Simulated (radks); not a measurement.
Valence configurations of Ag+ (all share [Kr]). All-electron calculation, scalar-relativistic Kohn-Sham, PBE, spin-unpolarised, spherical densities, finite nucleus; Fermi nuclear charge, rms radius 4.5454 fm. Program: a radial shooting solver on a logarithmic mesh with Libxc functionals. Energies are relative to 4d10; eigenvalues in eV.

valence          E (eV)    e(4d)   e(5p)    e(5s)
4d10              0.000  -15.639       -        -
4d9.5 5p0.5       5.051  -18.181  -7.249        -
4d8 5p2          25.350  -25.831  -9.643        -
4d9 5s1           5.395  -19.244       -  -12.762
4d8 5s1 5p1      19.112  -24.490  -8.972  -15.133
4d8.5 5s1 5p0.5  11.806  -21.871  -8.160  -13.974
4d9 5p1          10.945  -20.728  -8.079        -
4d9 5s0.5 5p0.5   8.147  -19.998  -7.702  -13.252
4d8 5s2          13.036  -23.072       -  -14.240
4d9.5 5s0.5       2.431  -17.409       -  -12.025

NIST lists [Kr] 4d10 as the ground configuration; this level of theory agrees among the configurations tried. The energies are those of spherical spin-averaged densities, not of single terms.
